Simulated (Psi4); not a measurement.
H3B, charge +1, doublet, geometry from GFN2-xTB (a state made from the parent by changing its charge; the spin is typed, not shown lowest); WB97X/def2-SVP in Psi4.

Input for Psi4:
```
memory 2 GB

molecule {
1 2
  B     0.03835502    0.03398175   -0.03634696
  H    -1.14157844   -0.19839382   -0.05654116
  H     0.19951765   -0.63625243    0.94928073
  H     0.75028569    0.66473750   -0.71100478
}

set basis def2-svp
set reference uks

energy('wb97x')
print_variables()
```

What the program printed (banner, timings and long lists left out):

```
   => Loading Basis Set <=

    Name: DEF2-SVP
    Role: ORBITAL
    Keyword: BASIS

         ---------------------------------------------------------
                                   SCF
               by Justin Turney, Rob Parrish, Andy Simmonett
                          and Daniel G. A. Smith
                              UKS Reference
         ---------------------------------------------------------

  ==> Geometry <==

    Molecular point group: c2v
    Full point group: C2v

    Geometry (in Angstrom), charge = 1, multiplicity = 2:

       Center              X                  Y                   Z               Mass
    ------------   -----------------  -----------------  -----------------  -----------------
         B            0.000000000000     0.000000000000     0.036096343990    11.009305360000
         H            0.000000000000    -0.866304876958    -0.798268712275     1.007825032230
         H           -0.000000000000     0.866304876958    -0.798268712275     1.007825032230
         H            0.000000000000    -0.000000000000     1.202227241074     1.007825032230

  Running in c2v symmetry.

  Rotational constants: A =     11.14397  B =      6.11794  C =      3.94963 [cm^-1]
  Rotational constants: A = 334087.74407  B = 183411.13812  C = 118406.85165 [MHz]
  Nuclear repulsion =    7.459510623372584

  Charge       = 1
  Multiplicity = 2
  Electrons    = 7
  Nalpha       = 4
  Nbeta        = 3

  ==> Algorithm <==

  SCF Algorithm Type is DF.
  DIIS enabled.
  MOM disabled.
  Fractional occupation disabled.
  Guess Type is SAD.
  Energy threshold   = 1.00e-06
  Density threshold  = 1.00e-06
  Integral threshold = 1.00e-12

  ==> Primary Basis <==

  Basis Set: DEF2-SVP
    Blend: DEF2-SVP
    Number of shells: 15
    Number of basis functions: 29
    Number of Cartesian functions: 30
    Spherical Harmonics?: true
    Max angular momentum: 2

  ==> DFT Potential <==

   => LibXC <=

    Version 7.1.2
    S. Lehtola, C. Steigemann, M. J. T. Oliveira, and M. A. L. Marques,  SoftwareX 7, 1–5 (2018) (10.1016/j.softx.2017.11.002)

   => Composite Functional: WB97X <=

    wB97X Hyb-GGA Exchange-Correlation Functional

    J.-D. Chai and M. Head-Gordon,  J. Chem. Phys. 128, 084106 (2008) (10.1063/1.2834918)

    Deriv               =              1
    GGA                 =           TRUE
    Meta                =          FALSE

    Exchange Hybrid     =           TRUE
    MP2 Hybrid          =          FALSE

   => Exchange-Correlation Functionals <=

    1.0000   wB97X range-separated functional

   => Exact (HF) Exchange <=

    0.8423            HF,LR [omega = 0.3000]
    0.1577               HF

   => LibXC Density Thresholds  <==

    XC_HYB_GGA_XC_WB97X:  1.00E-14

   => Molecular Quadrature <=

    Radial Scheme          =       TREUTLER
    Pruning Scheme         =           NONE
    Nuclear Scheme         =       TREUTLER

    Blocking Scheme        =         OCTREE
    BS radius alpha        =              1
    Pruning alpha          =              1
    Radial Points          =             75
    Spherical Points       =            302
    Total Points           =          87826
    Total Blocks           =            703
    Max Points             =            256
    Max Functions          =             29
    Weights Tolerance      =       1.00E-15

   => Loading Basis Set <=

    Name: (DEF2-SVP AUX)
    Role: JKFIT
    Keyword: DF_BASIS_SCF

  ==> Integral Setup <==

  SCF_SUBTYPE=INCORE selected. In-core MEM_DF algorithm will be used.
  Using in-core AOs.

  ==> MemDFJK: Density-Fitted J/K Matrices <==

    J tasked:                   Yes
    K tasked:                   Yes
    wK tasked:                  Yes
    Omega:                3.000E-01
    Algorithm:                 Core
    Schwarz Cutoff:           1E-12
    Mask sparsity (%):       0.0000
    Fitting Condition:        1E-10

   => Auxiliary Basis Set <=

  Basis Set: (DEF2-SVP AUX)
    Blend: DEF2-UNIVERSAL-JKFIT
[...]
    Using symmetric orthogonalization.

  ==> Pre-Iterations <==

  SCF Guess: Superposition of Atomic Densities via on-the-fly atomic UHF (no occupation information).

   -------------------------
    Irrep   Nso     Nmo
   -------------------------
     A1        14      14
     A2         2       2
     B1         5       5
     B2         8       8
   -------------------------
    Total      29      29
   -------------------------

  ==> Iterations <==

                           Total Energy        Delta E     RMS |[F,P]|

   @DF-UKS iter SAD:   -25.93615761260699   -2.59362e+01   0.00000e+00
   @DF-UKS iter   1:   -26.09683326585336   -1.60676e-01   8.50755e-03 DIIS/ADIIS
   @DF-UKS iter   2:   -26.11815503201907   -2.13218e-02   1.80396e-03 DIIS/ADIIS
   @DF-UKS iter   3:   -26.11896140284998   -8.06371e-04   4.14121e-04 DIIS/ADIIS
   @DF-UKS iter   4:   -26.11902022861979   -5.88258e-05   1.00734e-04 DIIS/ADIIS
   @DF-UKS iter   5:   -26.11902468796697   -4.45935e-06   1.98516e-05 DIIS
   @DF-UKS iter   6:   -26.11902487140894   -1.83442e-07   2.72157e-06 DIIS
   @DF-UKS iter   7:   -26.11902487476933   -3.36039e-09   3.72499e-07 DIIS
  Energy and wave function converged.

  ==> Post-Iterations <==

   Electrons on quadrature grid:
      Nalpha   =    4.0000000946 ; deviation = 9.457e-08
      Nbeta    =    3.0000001798 ; deviation = 1.798e-07
      Ntotal   =    7.0000002744 ; deviation = 2.744e-07

   @Spin Contamination Metric:   3.948499144E-03
   @S^2 Expected:                7.500000000E-01
   @S^2 Observed:                7.539484991E-01
   @S   Expected:                5.000000000E-01
   @S   Observed:                5.000000000E-01

    Orbital Energies [Eh]
    ---------------------

    Alpha Occupied:

[...]
       3A1    -0.823122

    Alpha Virtual:

[...]
      14A1     2.599620

    Beta Occupied:

[...]
    Beta Virtual:

[...]
    Final Occupation by Irrep:
             A1    A2    B1    B2
    DOCC [     3,    0,    0,    0 ]
    SOCC [     0,    0,    0,    1 ]
    NA   [     3,    0,    0,    1 ]
    NB   [     3,    0,    0,    0 ]

  @DF-UKS Final Energy:   -26.11902487476933

   => Energetics <=

    Nuclear Repulsion Energy =              7.4595106233725836
    One-Electron Energy =                 -46.1314875686205710
    Two-Electron Energy =                  15.7131350552135949
    DFT Exchange-Correlation Energy =      -3.1601829847349352
    Empirical Dispersion Energy =           0.0000000000000000
    VV10 Nonlocal Energy =                  0.0000000000000000
    Total Energy =                        -26.1190248747693303

  UHF NO Occupations:
  HONO-2 :    2 A1 1.9997410
  HONO-1 :    3 A1 1.9982834
  HONO-0 :    1 B2 1.0000000
  LUNO+0 :    4 A1 0.0017166
  LUNO+1 :    5 A1 0.0002590
  LUNO+2 :    6 A1 0.0000002
  LUNO+3 :    7 A1 0.0000000

Computation Completed

Properties will be evaluated at   0.000000,   0.000000,   0.000000 [a0]

Properties computed using the SCF density matrix

 Multipole Moments:

 ------------------------------------------------------------------------------------
     Multipole            Electronic (a.u.)      Nuclear  (a.u.)        Total (a.u.)
 ------------------------------------------------------------------------------------

 L = 1.  Multiply by 2.5417464519 to convert [e a0] to [Debye]
 Dipole X            :          0.0000000           -0.0000000           -0.0000000
 Dipole Y            :          0.0000000            0.0000000            0.0000000
 Dipole Z            :         -0.0871960           -0.4040772           -0.4912733
 Magnitude           :                                                    0.4912733

 ------------------------------------------------------------------------------------

  Variable Map:
  ----------------------------------------------------------------------------
[...]
  Array Variable Map:
  ----------------------------------------------------------------------------
[...]
[...]
```
